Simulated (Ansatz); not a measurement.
`[SiH3][BH][GaH2]` and `O[BH][GaH2]` differ in one atom or group.

Ansatz, PBE0-D4/def2-TZVP geometries, multiplicity 1. Each molecule was computed in one conformer, which needn't be the lowest.

Scalar relativity is left out up to krypton.

```tsv
property	`[SiH3][BH][GaH2]`
HOMO–LUMO gap (PBE0/def2-TZVPP) / eV	4.73
LUMO energy (PBE0/def2-TZVPP) / eV	-2.68
LUMO energy (B3LYP/def2-TZVPP) / eV	-2.85
HOMO–LUMO gap (ωB97M-V/def2-TZVPP) / eV	8.78
LUMO energy (ωB97M-V/def2-TZVPP) / eV	-0.72
LUMO energy (PBE/def2-TZVPP) / eV	-3.62
```

(1) Give the same properties after the change, and the shifts. (An estimate is asked.)

Answers

(1) Ansatz gave: 
```json
{"property": "HOMO–LUMO gap (PBE0/def2-TZVPP) / eV", "`O[BH][GaH2]`": "5.54", "shift": "0.81"}
{"property": "LUMO energy (PBE0/def2-TZVPP) / eV", "`O[BH][GaH2]`": "-1.57", "shift": "1.11"}
{"property": "LUMO energy (B3LYP/def2-TZVPP) / eV", "`O[BH][GaH2]`": "-1.85", "shift": "1.00"}
{"property": "HOMO–LUMO gap (ωB97M-V/def2-TZVPP) / eV", "`O[BH][GaH2]`": "9.37", "shift": "0.59"}
{"property": "LUMO energy (ωB97M-V/def2-TZVPP) / eV", "`O[BH][GaH2]`": "0.12", "shift": "0.84"}
{"property": "LUMO energy (PBE/def2-TZVPP) / eV", "`O[BH][GaH2]`": "-2.39", "shift": "1.23"}
```

With PBE0 the HOMO rises by 0.31 eV and the LUMO rises by 1.11 eV, so the gap widens by about 0.80 eV. PBE moves the HOMO by 0.38 eV and ωB97M-V by 0.25 eV. The zero-point energy changes by -22.8 kJ/mol with -6 modes.

B3LYP here is the variant with VWN-RPA as its local correlation; programs differ in this.
